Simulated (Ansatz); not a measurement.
Ge6Te6. Charge 0, multiplicity 1. Geometry PBE-D4/def2-SVP; atoms count from 1.

```
atom   x (Å)   y (Å)   z (Å)
 Ge1  -1.041   1.157  -2.736
 Ge2  -0.843  -0.055   3.300
 Ge3  -0.711  -3.142  -0.136
 Ge4   2.799  -0.452  -0.322
 Ge5  -1.554   0.877   0.959
 Ge6   1.327   2.829  -0.364
 Te7   1.675   1.040  -2.437
 Te8  -1.979  -0.842  -1.013
 Te9  -1.432  -2.405   2.425
Te10  -1.431   3.071  -0.724
Te11   1.867  -2.881  -0.603
Te12   1.323   0.804   1.651
```

In the def2 sets Te takes a core potential; there is no spin–orbit coupling. Single mean-field runs in def2-TZVP are fitted with def2-universal-jkfit. The structure comes from a short search, and lower isomers may exist.

(1) Estimate the Mulliken populations from the PBE0/def2-TZVP orbitals of Ansatz.

(2) And the Mayer bond orders between heavy atoms (over 0.3)?

Answers

(1) 
| atom | charge (e) |
| --- | --- |
| Ge1 | 0.16 |
| Ge2 | 0.12 |
| Ge3 | 0.12 |
| Ge4 | 0.14 |
| Ge5 | 0.19 |
| Ge6 | 0.22 |
| Te7 | -0.16 |
| Te8 | -0.06 |
| Te9 | -0.20 |
| Te10 | -0.18 |
| Te11 | -0.28 |
| Te12 | -0.06 |
Mulliken values depend strongly on the basis.

(2) Ge1–Te7 0.87 (2.73 Å); Ge1–Te8 0.77 (2.80 Å); Ge1–Te10 0.78 (2.80 Å); Ge2–Ge5 0.55 (2.62 Å); Ge2–Te9 1.23 (2.58 Å); Ge2–Te12 0.56 (2.85 Å); Ge3–Te8 0.72 (2.77 Å); Ge3–Te9 0.80 (2.76 Å); Ge3–Te11 1.03 (2.63 Å); Ge4–Te7 0.69 (2.82 Å); Ge4–Te11 1.08 (2.62 Å); Ge4–Te12 0.73 (2.77 Å); Ge5–Te8 0.93 (2.65 Å); Ge5–Te10 0.74 (2.77 Å); Ge5–Te12 0.60 (2.96 Å); Ge6–Te7 0.89 (2.76 Å); Ge6–Te10 0.80 (2.79 Å); Ge6–Te12 0.67 (2.86 Å).
